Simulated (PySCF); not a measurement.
ClGeH₂, GeH₃N (calculated)

Computed with PySCF 2.14.0. Calculation on a computer-drawn molecule: vertical ionisation energy to the stated ion spin, frozen-core CCSD(T) at the basis limit and cheaper methods, single-reference cases, UHF for radicals, no spin-orbit; all values are single points at the evaluated structure, the first of each entry, which is the reference or a displaced copy of it and isn't optimised; the reference structure only sets the zero of the energies above reference; triples share is (T) over the correlation energy; on germanium a core potential holds 10 electrons, which the energies leave out, and 3d is frozen in MP2 and coupled-cluster steps.

Common to all runs: multiplicity 1; ion multiplicity 2; diffuse functions no; basis and core potential on germanium cc-pVnZ-PP ECP10MDF; reference is the Hartree-Fock double-zeta minimum; best is HF at quadruple zeta + MP2 correlation extrapolated from triple and quadruple zeta + CCSD(T) minus MP2 at triple zeta; basis step is the size of the change from the same recipe one zeta lower.

(1) ClGeH₂

Evaluated structure:
```xyz
4
ClGeH2
Cl    -0.5507     3.0248    -2.9316
Ge     0.1228     2.1267    -1.2283
H      1.5369     1.5856    -1.2237
H     -0.8238     2.0727    -0.0751
```

Reference structure:
```xyz
4
ClGeH2
Cl    -0.5377     3.0401    -2.9161
Ge     0.1282     2.1249    -1.2034
H      1.5297     1.5735    -1.2280
H     -0.8322     2.0701    -0.0443
```

Settings of this run: charge 1 and basis cc-pV(n+d)Z.

Drawn bonds:
```
atom  other atom  order
   1           2      1
   2           3      1
   2           4      1
```

(2) GeH₃N

Evaluated structure:
```xyz
5
GeH3N
N      0.2294    -0.3739    -1.1971
Ge     2.0562    -0.8215    -1.4593
H     -0.1746    -0.4483    -0.3741
H     -0.3584    -0.1883    -1.9502
H      2.1082    -0.6631    -2.9605
```

Reference structure:
```xyz
5
GeH3N
N      0.2870    -0.4006    -1.2527
Ge     2.0396    -0.8374    -1.3842
H     -0.1958    -0.3974    -0.3740
H     -0.3141    -0.1390    -2.0110
H      2.0970    -0.6332    -2.9605
```

Here we set charge 0 and basis cc-pVnZ.

Drawn bonds:
```
atom  other atom  order
   1           2      1
   1           3      1
   1           4      1
   2           5      1
```

To be estimated
1. Give the missing ion spin squared at triple zeta for ClGeH₂ (entry 1).
2. Give the table of triple zeta values for ClGeH₂ (entry 1).
3. GeH₃N (entry 2): dipole magnitude r2SCAN at triple zeta?

Calculated values
1. 0.7627
2. 
Triple zeta:
```
 method  ionisation energy (eV)  energy above reference (kcal/mol)
     HF                   17.12                           0.009559
    PBE                    17.9                             0.2613
 r2SCAN                   18.04                            0.08354
  B3LYP                    18.1                             0.2019
  wB97X                   18.21                            0.01817
    MP2                   18.35                            0.09529
   CCSD                   18.12                             0.1276
CCSD(T)                   18.19                             0.1623
```
3. 1.382 debye

Further results for ClGeH₂ (entry 1):

```
ionisation energy best                    : 18.37 eV
ionisation energy basis step              : 0.06807 eV
energy above reference best               : 0.1416 kcal/mol
energy above reference basis step         : 0.03341 kcal/mol
ionisation energy Koopmans at triple zeta : 18.74 eV
ionisation energy EOM CCSD at triple zeta : 18.22 eV
total energy HF triple zeta               : -753.8087 hartree
total energy CCSD(T) triple zeta          : -754.1339 hartree
total energy best                         : -754.1835 hartree
T1 diagnostic at triple zeta              : 0.01356
D1 diagnostic at triple zeta              : 0.03936
ion T1 diagnostic at triple zeta          : 0.03087
ion D1 diagnostic at triple zeta          : 0.1344
triples share at triple zeta              : 0.03813
basis functions triple zeta               : 106
```

Further results for GeH₃N (entry 2):

```
ionisation energy best                         : 9.04 eV
ionisation energy basis step                   : 0.05633 eV
energy above reference best                    : 8.789 kcal/mol
energy above reference basis step              : 0.04694 kcal/mol
ionisation energy Koopmans at triple zeta      : 8.992 eV
ionisation energy EOM CCSD at triple zeta      : 9.031 eV
total energy HF triple zeta                    : -349.5922 hartree
total energy CCSD(T) triple zeta               : -349.9476 hartree
total energy best                              : -349.9924 hartree
T1 diagnostic at triple zeta                   : 0.01837
D1 diagnostic at triple zeta                   : 0.05474
ion T1 diagnostic at triple zeta               : 0.02669
ion D1 diagnostic at triple zeta               : 0.08639
ion spin squared at triple zeta                : 0.7731
triples share at triple zeta                   : 0.0377
basis functions triple zeta                    : 111
dipole magnitude HF at triple zeta             : 0.9749 debye
dipole magnitude CCSD unrelaxed at triple zeta : 1.21 debye
dipole magnitude PBE at triple zeta            : 1.396 debye
dipole magnitude B3LYP at triple zeta          : 1.194 debye
dipole magnitude wB97X at triple zeta          : 1.128 debye
```

Triple zeta:
```
 method  ionisation energy (eV)  energy above reference (kcal/mol)
     HF                   8.112                              8.148
    PBE                   8.874                              9.776
 r2SCAN                   8.903                              9.401
  B3LYP                   9.075                              8.931
  wB97X                   9.152                              9.364
    MP2                   8.812                              8.954
   CCSD                   8.914                              8.961
CCSD(T)                   8.908                              9.005
```
